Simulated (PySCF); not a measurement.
Record of a relaxation.

Compound: C3HClF2S.
SMILES with atom numbers: `[F:1][C:2]([F:3])([Cl:4])[CH:5]=[C:6]=[S:7]` (hydrogens: H8 on C5)

Computed by this run: LC-wPBE/def2-SVP geometry optimisation, gas phase in PySCF 2.14.0; density fitting, grid level 1; the optimiser is geomeTRIC in internal coordinates, started from a GFN2-xTB structure. 14 of its 19 geometries are shown. The frame can shift and turn from step to step; on so coarse a grid that alone can change the energy by a few meV, and forces under 0.02 eV/Å are noise.

Step 0: E = -31891.5298 eV, largest atomic force 1.108 eV/Å
```
atom  x, y, z in Å  |  force x, y, z in eV/Å
F1     -0.729   -1.271   -0.912    0.259   0.153   0.298
C2     -0.899   -0.166   -0.172   -0.896  -0.641   0.113
F3     -1.785    0.598   -0.830    0.314   0.097   0.264
Cl4    -1.688   -0.674    1.383    0.348   0.257  -0.649
C5      0.369    0.565    0.084   -0.516  -0.193  -0.123
C6      1.546    0.002    0.062    0.550  -0.241  -0.118
S7      2.945   -0.651    0.018   -0.153   0.062   0.038
H8      0.250    1.607    0.342    0.094   0.506   0.176
```

Step 1: E = -31891.5690 eV, largest atomic force 0.678 eV/Å
```
atom  x, y, z in Å  |  force x, y, z in eV/Å
F1     -0.580   -1.301   -0.876   -0.153  -0.110   0.001
C2     -0.900   -0.178   -0.221    0.457   0.349  -0.360
F3     -1.618    0.601   -1.047   -0.092  -0.107  -0.046
Cl4    -1.918   -0.586    1.145   -0.119  -0.078   0.248
C5      0.345    0.560    0.170   -0.109  -0.029   0.097
C6      1.525   -0.014    0.185   -0.020   0.006  -0.055
S7      2.912   -0.685    0.185    0.038   0.000   0.039
H8      0.244    1.618    0.427   -0.002  -0.031   0.075
```

Step 3: E = -31891.5807 eV, largest atomic force 0.122 eV/Å
```
atom  x, y, z in Å  |  force x, y, z in eV/Å
F1     -0.590   -1.308   -0.889    0.015   0.044   0.041
C2     -0.888   -0.171   -0.249   -0.117   0.000  -0.035
F3     -1.629    0.583   -1.074    0.026  -0.031   0.042
Cl4    -1.891   -0.573    1.157   -0.007   0.015  -0.045
C5      0.343    0.566    0.159    0.021  -0.048  -0.019
C6      1.522   -0.011    0.178    0.087   0.034  -0.005
S7      2.912   -0.676    0.208   -0.019   0.009   0.001
H8      0.232    1.606    0.478   -0.004  -0.022   0.020
```

Step 4: E = -31891.5819 eV, largest atomic force 0.073 eV/Å
```
atom  x, y, z in Å  |  force x, y, z in eV/Å
F1     -0.596   -1.312   -0.887   -0.009  -0.011   0.016
C2     -0.892   -0.172   -0.252   -0.037  -0.039   0.023
F3     -1.622    0.585   -1.081   -0.011  -0.002  -0.003
Cl4    -1.907   -0.562    1.150    0.021   0.013  -0.069
C5      0.343    0.554    0.161    0.043   0.030   0.032
C6      1.529   -0.009    0.177   -0.012   0.003  -0.019
S7      2.928   -0.656    0.207    0.002   0.003  -0.002
H8      0.228    1.588    0.492    0.005   0.002   0.022
```

Step 6: E = -31891.5851 eV, largest atomic force 0.142 eV/Å
```
atom  x, y, z in Å  |  force x, y, z in eV/Å
F1     -0.572   -1.334   -0.857    0.016  -0.055  -0.058
C2     -0.889   -0.180   -0.263    0.060   0.010   0.129
F3     -1.570    0.565   -1.140   -0.017   0.055  -0.101
Cl4    -1.979   -0.530    1.089    0.009  -0.004   0.019
C5      0.335    0.541    0.201   -0.035   0.002   0.011
C6      1.533    0.006    0.178   -0.040   0.006  -0.011
S7      2.949   -0.604    0.165    0.015  -0.012   0.002
H8      0.204    1.552    0.596   -0.009  -0.002   0.010
```

Step 7: E = -31891.5870 eV, largest atomic force 0.142 eV/Å
```
atom  x, y, z in Å  |  force x, y, z in eV/Å
F1     -0.539   -1.360   -0.827    0.016  -0.040  -0.053
C2     -0.880   -0.189   -0.281    0.070   0.029   0.120
F3     -1.488    0.543   -1.222   -0.002   0.032  -0.089
Cl4    -2.063   -0.491    1.000   -0.010  -0.009   0.025
C5      0.319    0.524    0.256   -0.046  -0.014  -0.008
C6      1.532    0.027    0.187   -0.015   0.017   0.004
S7      2.967   -0.535    0.127    0.001  -0.016   0.007
H8      0.163    1.498    0.728   -0.015   0.000  -0.007
```

Step 8: E = -31891.5859 eV, largest atomic force 0.051 eV/Å
```
atom  x, y, z in Å  |  force x, y, z in eV/Å
F1     -0.504   -1.383   -0.802    0.014  -0.019  -0.018
C2     -0.868   -0.198   -0.298    0.035   0.017   0.033
F3     -1.401    0.519   -1.298   -0.011   0.013  -0.019
Cl4    -2.136   -0.461    0.906   -0.008  -0.004   0.011
C5      0.301    0.510    0.305   -0.029  -0.018  -0.022
C6      1.527    0.050    0.207    0.018   0.020   0.023
S7      2.975   -0.472    0.115   -0.010  -0.011   0.010
H8      0.117    1.450    0.832   -0.009   0.002  -0.018
```

Step 10: E = -31891.5880 eV, largest atomic force 0.048 eV/Å
```
atom  x, y, z in Å  |  force x, y, z in eV/Å
F1     -0.495   -1.370   -0.827   -0.005   0.021   0.013
C2     -0.866   -0.197   -0.299   -0.012  -0.011  -0.045
F3     -1.441    0.523   -1.275    0.009  -0.018   0.020
Cl4    -2.094   -0.499    0.938   -0.008  -0.003  -0.009
C5      0.304    0.529    0.276    0.019   0.003   0.003
C6      1.524    0.047    0.223    0.001  -0.005   0.012
S7      2.960   -0.512    0.178   -0.002   0.009   0.011
H8      0.120    1.495    0.754   -0.002   0.004  -0.005
```

Step 11: E = -31891.5878 eV, largest atomic force 0.139 eV/Å
```
atom  x, y, z in Å  |  force x, y, z in eV/Å
F1     -0.452   -1.372   -0.850   -0.019   0.052   0.044
C2     -0.853   -0.206   -0.324   -0.060  -0.043  -0.118
F3     -1.426    0.505   -1.308    0.023  -0.045   0.065
Cl4    -2.093   -0.535    0.894    0.000  -0.001  -0.033
C5      0.292    0.542    0.269    0.055   0.039   0.026
C6      1.515    0.064    0.277   -0.019  -0.034   0.003
S7      2.948   -0.502    0.298    0.009   0.027   0.012
H8      0.081    1.519    0.712    0.012   0.006   0.002
```

Step 12: E = -31891.5871 eV, largest atomic force 0.176 eV/Å
```
atom  x, y, z in Å  |  force x, y, z in eV/Å
F1     -0.384   -1.381   -0.868   -0.026   0.069   0.051
C2     -0.831   -0.223   -0.364   -0.081  -0.061  -0.143
F3     -1.379    0.474   -1.374    0.030  -0.063   0.088
Cl4    -2.114   -0.575    0.804    0.006  -0.001  -0.044
C5      0.270    0.553    0.273    0.066   0.065   0.036
C6      1.497    0.094    0.354   -0.033  -0.054  -0.007
S7      2.932   -0.459    0.457    0.015   0.037   0.013
H8      0.020    1.533    0.686    0.022   0.008   0.007
```

Step 14: E = -31891.5873 eV, largest atomic force 0.043 eV/Å
```
atom  x, y, z in Å  |  force x, y, z in eV/Å
F1     -0.273   -1.398   -0.881    0.004   0.005   0.010
C2     -0.794   -0.252   -0.427   -0.025  -0.013  -0.032
F3     -1.286    0.418   -1.480    0.008  -0.014   0.017
Cl4    -2.152   -0.636    0.642    0.004  -0.003  -0.018
C5      0.232    0.565    0.284    0.004   0.029   0.007
C6      1.460    0.140    0.472   -0.017  -0.035  -0.011
S7      2.898   -0.366    0.700    0.006   0.029   0.017
H8     -0.074    1.545    0.659    0.015   0.002   0.010
```

Step 15: E = -31891.5876 eV, largest atomic force under 0.02 eV/Å
```
atom  x, y, z in Å  |  force x, y, z in eV/Å
F1     -0.276   -1.399   -0.880    0.009  -0.012  -0.003
C2     -0.796   -0.252   -0.428    0.004   0.008   0.017
F3     -1.285    0.418   -1.481    0.001   0.002  -0.015
Cl4    -2.156   -0.634    0.639   -0.001  -0.005  -0.008
C5      0.232    0.562    0.285   -0.014  -0.001  -0.006
C6      1.460    0.136    0.470   -0.001  -0.005  -0.003
S7      2.902   -0.359    0.699   -0.001   0.013   0.013
H8     -0.070    1.542    0.664    0.004   0.000   0.004
```

Step 17: E = -31891.5876 eV, largest atomic force under 0.02 eV/Å
```
atom  x, y, z in Å  |  force x, y, z in eV/Å
F1     -0.279   -1.401   -0.875    0.003  -0.002   0.001
C2     -0.797   -0.252   -0.427    0.001  -0.002   0.000
F3     -1.279    0.419   -1.483    0.002  -0.002  -0.005
Cl4    -2.163   -0.627    0.634   -0.002  -0.004  -0.009
C5      0.231    0.559    0.290   -0.002   0.000   0.000
C6      1.461    0.136    0.465   -0.001   0.002   0.001
S7      2.907   -0.353    0.685   -0.003   0.008   0.011
H8     -0.071    1.534    0.679   -0.001   0.000   0.000
```

Step 18: E = -31891.5876 eV, largest atomic force under 0.02 eV/Å
```
atom  x, y, z in Å  |  force x, y, z in eV/Å
F1     -0.279   -1.402   -0.874    0.003   0.000   0.001
C2     -0.797   -0.252   -0.427    0.001  -0.002  -0.003
F3     -1.277    0.419   -1.484    0.003  -0.004  -0.003
Cl4    -2.164   -0.626    0.633   -0.002  -0.004  -0.008
C5      0.231    0.558    0.291    0.000   0.000   0.000
C6      1.462    0.136    0.465   -0.001   0.002   0.002
S7      2.908   -0.352    0.683   -0.002   0.008   0.011
H8     -0.071    1.533    0.682   -0.001   0.000   0.000
```

**Question.** Summarise the path.

**Answer.** The energy falls by 1.33 kcal/mol from step 0 to step 18; nine tenths of that is first reached at step 4. It rises by more than 0.2 meV at steps 8, 12 and 13. The largest force goes from 1.108 to under 0.02 eV/Å. Among the bonds C2–Cl4 changes most, from 1.816 to 1.769 Å; the atoms move by 0.226 Å rms after alignment.

**Question.** Follow the three bonds and two angles with the largest change from start to end.

**Answer.** 
```tsv
step	E above end (kcal/mol)	largest force (eV/Å)	C2–Cl4 (Å)	C5–H8 (Å)	C2–C5 (Å)	C2–C5–H8 (°)	F1–C2–C5 (°)
0	1.33	1.108	1.816	1.079	1.486	115.0	113.1
1	0.43	0.678	1.752	1.093	1.499	117.4	110.0
2	0.21	0.205	1.763	1.093	1.497	117.0	111.3
3	0.16	0.122	1.773	1.093	1.492	117.8	111.5
4	0.13	0.073	1.774	1.093	1.491	117.2	111.3
5	0.10	0.076	1.773	1.093	1.493	117.3	111.2
6	0.06	0.142	1.771	1.093	1.495	117.4	111.1
7	0.01	0.142	1.769	1.093	1.495	117.7	111.1
8	0.04	0.051	1.768	1.093	1.494	118.0	111.0
9	0.00	0.020	1.768	1.093	1.494	117.9	111.1
10	-0.01	0.048	1.769	1.093	1.492	117.8	111.1
11	0.00	0.139	1.770	1.093	1.491	117.5	111.3
12	0.01	0.176	1.770	1.093	1.490	117.3	111.3
13	0.02	0.127	1.770	1.093	1.491	117.3	111.3
14	0.01	0.043	1.770	1.093	1.492	117.5	111.2
15	0.00	under 0.02	1.770	1.093	1.493	117.6	111.1
16	0.00	under 0.02	1.769	1.093	1.493	117.7	111.1
17	0.00	under 0.02	1.769	1.093	1.493	117.7	111.1
18	0.00	under 0.02	1.769	1.093	1.493	117.7	111.1
```

The cost below is that of the whole optimisation. Hardware: Arm Neoverse V2, one thread, on a shared host. Cost: 2.1 min of wall time, 0.54 GiB resident at most.
